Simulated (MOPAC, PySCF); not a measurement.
H$_{5}$NSi$_{2}$, SMILES `N(=[SiH]/[SiH3])/[H]`, neutral singlet in the gas phase. 

Cartesian coordinates (Å):
```xyz
8

N      2.2653     0.2062    -0.2244
Si     0.9332    -0.5609     0.1852
Si    -1.2869     0.1707     0.0035
H      2.2523     1.1338    -0.6248
H      1.1010    -1.9113     0.7588
H     -2.0476    -0.7585    -0.8609
H     -1.9144     0.1929     1.3433
H     -1.3028     1.5270    -0.5808
```
Charge 0, multiplicity 1.

All levels are single points at this geometry (CAM-B3LYP-D3(BJ)/def2-TZVP); Pople sets use spherical d functions. Orbital energies aren't observables, and empty levels follow the basis.

```tsv
level	HOMO (eV)	LUMO (eV)	gap (eV)	dipole (D)	vertical IE, Delta-SCF (eV)
CAM-B3LYP-D3(BJ)/def2-TZVP in PySCF	-8.51	-0.83	7.68	2.84	9.16
PBE-D3(BJ)/def2-TZVP in PySCF	-5.93	-2.77	3.16	2.35	9.06
B3LYP/LANL2DZ in PySCF	-6.68	-1.92	4.76	2.88	–
BP86/6-31G* in PySCF	-5.83	-2.53	3.31	2.19	–
PBE/6-31G* in PySCF	-5.73	-2.45	3.28	2.16	8.95
HF/6-31G* in PySCF	-10.03	1.62	11.65	3.16	7.59
AM1 in MOPAC	-9.70	-0.95	8.75	0.93	–
PM6 in MOPAC	-8.69	-0.93	7.76	3.35	–
PM7 in MOPAC	-10.08	-1.17	8.91	2.64	–
```
